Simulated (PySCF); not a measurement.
AuCl (SMILES [Cl][Au]), singlet, geometry from GFN2-xTB (such geometries of metal compounds can be far from the true shape) (core potentials on Au), with bond 2-1 at 2.0 times its length; SVWN5/def2-SVP in PySCF.

Here is a job for PySCF.
```python
from pyscf import gto, scf, dft

mol = gto.M(
    atom='''
Au   -0.00000000   -0.00000000   -0.39608010
Cl    0.00000000    0.00000000    4.07729518
''',
    basis='def2-svp',
    ecp={'Au': 'def2-svp'},
    verbose=4,
)

mf = dft.RKS(mol)
mf.xc = 'lda,vwn'
mf.conv_tol = 1e-7
mf.kernel()
```

It wrote (shortened):

```
PySCF version 2.14.0

[INPUT] verbose = 4
[INPUT] num. atoms = 2
[INPUT] num. electrons = 36
[INPUT] charge = 0
[INPUT] spin (= nelec alpha-beta = 2S) = 0
[INPUT] symmetry False subgroup None
[INPUT] Mole.unit = angstrom
[INPUT] Symbol           X                Y                Z      unit          X                Y                Z       unit  Magmom
[...]
nuclear repulsion = 38.2092331692681
number of shells = 20
number of NR pGTOs = 93
number of NR cGTOs = 50
basis = def2-svp
ecp = {'Au': 'def2-svp'}

******** <class 'pyscf.dft.rks.RKS'> ********
method = RKS
initial guess = minao
damping factor = 0
level_shift factor = 0
DIIS = <class 'pyscf.scf.diis.CDIIS'>
diis_start_cycle = 1
diis_space = 8
diis_damp = 0
SCF conv_tol = 1e-07
SCF conv_tol_grad = None
SCF max_cycles = 50
direct_scf = True
direct_scf_tol = 1e-13
XC library pyscf.dft.libxc version 7.1.2
    S. Lehtola, C. Steigemann, M. J. T. Oliveira, and M. A. L. Marques,  SoftwareX 7, 1–5 (2018)
XC functionals = lda,vwn
    P. A. M. Dirac,  Math. Proc. Cambridge Philos. Soc. 26, 376 (1930)
    F. Bloch,  Z. Phys. 57, 545 (1929)
    S. H. Vosko, L. Wilk, and M. Nusair,  Can. J. Phys. 58, 1200 (1980)
radial grids:
    Treutler-Ahlrichs [JCP 102, 346 (1995); DOI:10.1063/1.469408] (M4) radial grids

becke partition: Becke, JCP 88, 2547 (1988); DOI:10.1063/1.454033
pruning grids: <function nwchem_prune>
grids dens level: 3
symmetrized grids: False
atomic radii adjust function: <function treutler_atomic_radii_adjust>
small_rho_cutoff = 0
Set gradient conv threshold to 0.000316228
Initial guess from minao.
tot grids = 43192
init E= -582.341705959756

WARN: HOMO -0.488954997460656 == LUMO -0.488954997460489

cycle= 1 E= -592.591005252397  delta_E= -10.2  |g|= 1.82  |ddm|= 9.74
[...]
cycle= 2 E= -573.081328943398  delta_E= 19.5  |g|= 4.86  |ddm|=   19
[...]
cycle= 3 E= -593.813149969404  delta_E= -20.7  |g|= 0.556  |ddm|=   18
[...]
cycle= 4 E= -586.78739664929  delta_E= 7.03  |g|= 1.67  |ddm|= 4.97
[...]
cycle= 5 E= -593.830237588418  delta_E= -7.04  |g|= 0.415  |ddm|= 4.99
[...]
cycle= 6 E= -593.511038183554  delta_E= 0.319  |g|= 0.598  |ddm|= 3.37
[...]
cycle= 7 E= -593.940569843643  delta_E= -0.43  |g|= 0.268  |ddm|= 2.74
[...]
cycle= 8 E= -593.550541602198  delta_E= 0.39  |g|= 0.496  |ddm|= 2.59
[...]
cycle= 9 E= -593.823164663486  delta_E= -0.273  |g|= 0.394  |ddm|= 3.15
[...]
cycle= 10 E= -593.859391178966  delta_E= -0.0362  |g|= 0.362  |ddm|= 0.284

[...]
[...]
cycle= 23 E= -593.788714295793  delta_E= -0.00254  |g|= 0.465  |ddm|= 0.139
[...]
cycle= 24 E= -593.789429931408  delta_E= -0.000716  |g|= 0.464  |ddm|= 0.163
[...]
cycle= 25 E= -593.779096722676  delta_E= 0.0103  |g|= 0.491  |ddm|= 0.105
[...]
cycle= 26 E= -593.797015891382  delta_E= -0.0179  |g|= 0.438  |ddm|= 0.159
[...]
cycle= 27 E= -593.803840716964  delta_E= -0.00682  |g|= 0.428  |ddm|= 0.211
[...]
cycle= 28 E= -593.80243032989  delta_E= 0.00141  |g|= 0.43  |ddm|= 0.0914
[...]
cycle= 29 E= -586.673190289082  delta_E= 7.13  |g|= 1.77  |ddm|= 5.16
[...]
cycle= 30 E= -593.489298917578  delta_E= -6.82  |g|= 0.647  |ddm|= 3.58
[...]
cycle= 31 E= -593.539057207665  delta_E= -0.0498  |g|= 0.525  |ddm|= 2.19
[...]
cycle= 32 E= -593.833691129641  delta_E= -0.295  |g|= 0.395  |ddm|= 3.18
[...]
cycle= 33 E= -593.828964248898  delta_E= 0.00473  |g|= 0.396  |ddm|=  0.1
[...]
cycle= 34 E= -593.917376726432  delta_E= -0.0884  |g|= 0.311  |ddm|= 0.652
[...]
cycle= 35 E= -593.969926664598  delta_E= -0.0525  |g|= 0.174  |ddm|= 0.496
[...]
cycle= 36 E= -593.82369194778  delta_E= 0.146  |g|= 0.388  |ddm|=  1.2

WARN: HOMO -0.24265695422395 == LUMO -0.241663105591299

cycle= 37 E= -593.54755570505  delta_E= 0.276  |g|= 0.505  |ddm|= 3.18
[...]
cycle= 38 E= -593.819175079037  delta_E= -0.272  |g|= 0.391  |ddm|= 3.18

WARN: HOMO -0.247027745525176 == LUMO -0.246232150637511

cycle= 39 E= -593.549855913789  delta_E= 0.269  |g|= 0.498  |ddm|= 3.17
[...]
cycle= 40 E= -593.843816231834  delta_E= -0.294  |g|= 0.372  |ddm|= 3.16

WARN: HOMO -0.244764027432339 == LUMO -0.244713250084

cycle= 41 E= -593.547110426021  delta_E= 0.297  |g|= 0.506  |ddm|= 3.17
[...]
cycle= 42 E= -593.545300099074  delta_E= 0.00181  |g|= 0.511  |ddm|= 2.08
[...]
cycle= 43 E= -593.796741079155  delta_E= -0.251  |g|= 0.435  |ddm|= 3.19
[...]
cycle= 44 E= -593.789598829572  delta_E= 0.00714  |g|= 0.463  |ddm|= 0.323
[...]
cycle= 45 E= -593.777878781743  delta_E= 0.0117  |g|= 0.493  |ddm|= 0.219
[...]
cycle= 46 E= -593.775760122509  delta_E= 0.00212  |g|= 0.502  |ddm|= 0.0681
[...]
cycle= 47 E= -593.779580801021  delta_E= -0.00382  |g|= 0.488  |ddm|= 0.129
[...]
cycle= 48 E= -593.78434360005  delta_E= -0.00476  |g|= 0.475  |ddm|= 0.131
[...]
cycle= 49 E= -593.785425249466  delta_E= -0.00108  |g|= 0.473  |ddm|= 0.136
[...]
cycle= 50 E= -593.824659197822  delta_E= -0.0392  |g|= 0.405  |ddm|= 0.315
SCF not converged.
SCF energy = -593.824659197822
```

Convergence was not reached.
